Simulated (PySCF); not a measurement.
## Run record: C17H6F30O2

The script drives PySCF SCF with an in-house response code with single-precision fitted integrals, so total energies wander by about 1e-6 Eh between cycles (the fitting error itself is about 1e-3 Eh and cancels in differences); atoms count from 0. Kgrid is the grid level of the response kernel; vcut the energy (Eh) above which virtual orbitals leave the response; delta the states run by ΔSCF (the anion only where the lumo is low enough to bind); pop asks for populations, which are stored and not printed; grid is the SCF grid level (2 if not given).

The basis has no diffuse functions, so the polarisability comes out too low.

Job and coordinates (Å):

```
{"job": {"kind": "uv", "basis": "def2-SVP", "grid": 1, "kgrid": 0, "vcut": 1.5, "nstates": 6, "ntriplets": 2, "tda": true, "delta": [], "pop": true, "xc": "wB97X-D"}, "charge": 0, "multiplicity": 1}
C     -5.652509     3.734469     1.005784
O     -5.675406     2.597534     0.119122
C     -5.967554     1.431859     0.676422
F     -7.179428     1.421601     1.285177
F     -5.098595     1.075357     1.664397
C     -5.965414     0.320913    -0.417830
F     -6.559000    -0.782714     0.063543
F     -6.695199     0.734456    -1.466391
C     -4.549022    -0.096051    -0.923284
F     -3.909985    -0.762066     0.054775
F     -4.713443    -0.953518    -1.945895
C     -3.641726     1.079282    -1.391041
F     -3.206429     1.769645    -0.324869
F     -4.352030     1.934080    -2.144811
C     -2.407008     0.668930    -2.267564
F     -1.640391     1.768163    -2.387741
F     -2.864295     0.373374    -3.493411
C     -1.474304    -0.517945    -1.843148
F     -2.183044    -1.644334    -1.694846
F     -0.640129    -0.712615    -2.879756
C     -0.604238    -0.255574    -0.575140
F     -1.376426     0.209915     0.420260
F      0.295761     0.700388    -0.848320
C      0.139017    -1.513548    -0.005500
F      0.778265    -1.097486     1.101193
F     -0.761589    -2.423889     0.383114
C      1.143525    -2.196706    -0.985520
F      1.855501    -1.282957    -1.659284
F      0.419771    -2.873445    -1.895120
C      2.101888    -3.256141    -0.339890
F      1.333334    -4.221166     0.191878
F      2.783543    -3.809043    -1.356450
C      3.153030    -2.861891     0.758434
F      3.947205    -3.935803     0.892295
F      2.536836    -2.687847     1.935059
C      4.025499    -1.610483     0.425986
F      3.210352    -0.541584     0.329317
F      4.602295    -1.782376    -0.770307
C      5.099468    -1.313633     1.521144
F      4.469793    -0.959530     2.651724
F      5.786179    -2.435303     1.793326
C      6.132399    -0.208582     1.132458
F      6.923261    -0.673223     0.152074
F      6.913834    -0.001306     2.206696
C      5.500052     1.151609     0.708608
F      6.491709     2.077265     0.648778
F      5.075603     1.045335    -0.581654
O      4.535221     1.476195     1.556034
C      3.831547     2.702488     1.270222
H     -5.406658     4.575332     0.364799
H     -6.631734     3.873140     1.464160
H     -4.886216     3.597120     1.769894
H      4.530441     3.539643     1.256835
H      3.311672     2.616816     0.315233
H      3.120658     2.802899     2.084522
```

Command:

```bash
OMP_NUM_THREADS=4 python large_run.py task.json out
```

Task: What does the program print?

Result: 
```
start: PBE on a coarse grid of 53220 points
cycle   1  E = -3788.4552064899  dE =  8.447e+00  |g| = 2.835e+00  |ddm| = 8.910e+00
cycle   2  E = -3782.5743090099  dE =  5.881e+00  |g| = 6.717e+00  |ddm| = 1.060e+01
cycle   3  E = -3789.7700593854  dE = -7.196e+00  |g| = 3.572e-01  |ddm| = 8.051e+00
cycle   4  E = -3789.7782663659  dE = -8.207e-03  |g| = 3.049e-01  |ddm| = 7.445e-01
cycle   5  E = -3789.7936023577  dE = -1.534e-02  |g| = 6.658e-02  |ddm| = 3.340e-01
cycle   6  E = -3789.7943703372  dE = -7.680e-04  |g| = 2.070e-02  |ddm| = 7.829e-02
cycle   7  E = -3789.7944420785  dE = -7.174e-05  |g| = 4.960e-03  |ddm| = 2.318e-02
final grid: 245220 points
cycle   8  E = -3793.0288275890  dE = -3.068e-02  |g| = 2.633e-01  |ddm| = 1.184e+00
cycle   9  E = -3793.0253169126  dE =  3.511e-03  |g| = 3.047e-01  |ddm| = 4.411e-01
cycle  10  E = -3793.0404894342  dE = -1.517e-02  |g| = 1.704e-02  |ddm| = 2.801e-01
cycle  11  E = -3793.0405429073  dE = -5.347e-05  |g| = 7.313e-03  |ddm| = 2.018e-02
cycle  12  E = -3793.0405585187  dE = -1.561e-05  |g| = 2.481e-03  |ddm| = 8.926e-03
cycle  13  E = -3793.0405617582  dE = -3.240e-06  |g| = 3.490e-04  |ddm| = 2.458e-03
cycle  14  E = -3793.0405601764  dE =  1.582e-06  |g| = 1.836e-04  |ddm| = 7.383e-04
cycle  15  E = -3793.0405628950  dE = -2.719e-06  |g| = 4.506e-05  |ddm| = 2.256e-04
converged SCF energy = -3793.0405628950

Static polarisability (au): isotropic 167.361, principal 148.555 167.084 186.445

Singlet excitations
state   eV       nm        f      main configurations
  1   9.0440    137.1   0.04918   H-2->L 0.27, H->L 0.10, H-2->L+2 0.10
  2   9.1171    136.0   0.06791   H-4->L 0.17, H-4->L+1 0.12, H-3->L+1 0.08
  3   9.2080    134.6   0.00329   H-3->L+2 0.29, H-3->L+1 0.21, H-3->L 0.09
  4   9.2910    133.4   0.08298   H-2->L+3 0.23, H->L+3 0.11, H-2->L 0.10
  5   9.4488    131.2   0.03264   H-4->L+1 0.23, H-4->L 0.17, H-3->L+4 0.10
  6   9.5406    130.0   0.04900   H-3->L+3 0.12, H-4->L+1 0.09

Triplet excitations (Tamm-Dancoff, eV): 8.5413 8.6506
```

The run took 2.7 min of wall time on 4 threads of Arm Neoverse V2 (shared host), peak memory 2.7 GiB.
